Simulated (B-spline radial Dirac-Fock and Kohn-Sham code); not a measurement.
# Kohn-Sham estimates against Dirac-Fock for the levels of Kr⁵⁺

System: the Kr⁵⁺ ion in the configuration 1s2 2s2 2p6 3s2 3p6 3d10 4s2 4p1.

The density-functional columns are spherical, spin-unpolarised Dirac-Kohn-Sham results without Breit or QED terms: −ε is minus the orbital energy of the initial state and ΔSCF the difference of two total energies. The reference in the last column comes from Dirac-Fock energy differences between relaxed states, corrected for Breit and QED terms. All numbers are from an atomic code on a B-spline grid, in eV; a selection of levels is shown. For the 1s level of heavy atoms much of the gap between ΔSCF and the reference is the Breit and QED part, -32.9 eV here; for other levels the error of the functional can be larger.

```
level   PBE −ε  PBE ΔSCF   LDA −ε  LDA ΔSCF  Dirac-Fock
   1s  14229.8   14460.8  14206.9   14437.3     14407.9
   2s   1938.7    1979.6   1936.1    1977.2      2010.7
2p1/2   1759.4    1809.1   1758.7    1808.4      1812.2
2p3/2   1705.5    1753.8   1704.9    1753.2      1759.3
   3s    337.8     354.9    337.0     354.0       373.7
3p1/2    274.4     291.4    274.2     291.2       302.4
3p3/2    266.5     283.3    266.2     283.0       294.4
3d3/2    155.9     172.7    156.2     173.0       171.1
3d5/2    154.6     171.3    154.9     171.6       169.8
   4s    87.32     95.14    87.75     95.63       92.56
   4p    70.19     77.29    70.61     77.77       76.83
```

Problem. Order the estimates of the K (1s) level by their distance from the Dirac-Fock value, nearest first.
A. LDA −ε
B. LDA ΔSCF
C. PBE ΔSCF
D. PBE −ε

Solution. B (29.4 eV), C (52.9 eV), D (178.1 eV), A (201.0 eV).

Values without a named source are computed, but for edge energies of neutral atoms, which are taken from tables.
